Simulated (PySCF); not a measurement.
PySCF input:

```python
from pyscf import gto, scf, dft

mol = gto.M(
    atom='''
    C    -2.22668425   -0.13517581   -0.01903695
    C    -0.74225317   -0.20239316    0.14181721
    C    -0.01911908   -1.02540948    0.96438830
    C     1.36205259   -0.77820648    0.82236165
    C     1.74568159    0.16972963   -0.04511369
    S     0.30454438    0.83879899   -0.76989646
    H    -2.61582906    0.85256276    0.23739355
    H    -2.70184060   -0.86471889    0.63675909
    H    -2.53158165   -0.35466550   -1.04455126
    H    -0.46242922   -1.75657614    1.62380616
    H     2.72090424    0.53134573   -0.32156334
    ''',
    basis='def2-tzvpd',
    charge=0,
    spin=1,
    verbose=4,
)

mf = scf.UHF(mol).density_fit(auxbasis='def2-universal-jkfit')
mf.conv_tol = 1e-9
mf.max_cycle = 100
mf.max_memory = 1500
mf.kernel()
if not mf.converged:
    mf = mf.newton()
    mf.kernel(mf.make_rdm1())
for _ in range(2):
    mo, _, stable, _ = mf.stability(return_status=True)
    if stable:
        break
    mf.kernel(mf.make_rdm1(mo, mf.mo_occ))
mf.analyze()
```

Task: What final total energy does it print?

Result: -589.78161 Eh (HF/def2-TZVPD).

It need not be the lowest isomer of its formula.

The determinant is spin-contaminated: <S^2> is 1.12 against 0.75 for a pure state.
